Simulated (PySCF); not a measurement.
C3H10GeS, SMILES CSC[CH2][GeH3] (GFN2-xTB optimised geometry):

```
15

C      1.651    -2.015     0.000
S     -0.164    -2.015     0.000
C     -0.481    -0.216     0.000
C     -0.245     0.431     1.348
Ge    -0.617     2.371     1.289
H      2.026    -1.603     0.933
H      2.012    -1.440    -0.849
H      1.960    -3.051    -0.094
H     -1.525    -0.119    -0.300
H      0.149     0.224    -0.775
H     -0.882    -0.043     2.097
H      0.788     0.279     1.666
H     -2.026     2.641     0.877
H     -0.387     3.011     2.620
H      0.274     3.051     0.300
```

Level of theory: PySCF with CAM-B3LYP/def2-TZVP.

### Question
What are the frontier orbital energies and the dipole moment?

### Answer
HOMO-2 -10.57 eV, HOMO-1 -9.48 eV, HOMO -7.62 eV, LUMO 1.60 eV, LUMO+1 1.83 eV; dipole moment 1.27 D.

Meta-Löwdin charges at CAM-B3LYP/def2-TZVP: C1 -0.40, S2 0.03, C3 -0.25, C4 -0.39, Ge5 0.37, H6 0.12, H7 0.12, H8 0.14, H9 0.12, H10 0.11, H11 0.12, H12 0.11, H13 -0.07, H14 -0.07, H15 -0.07.
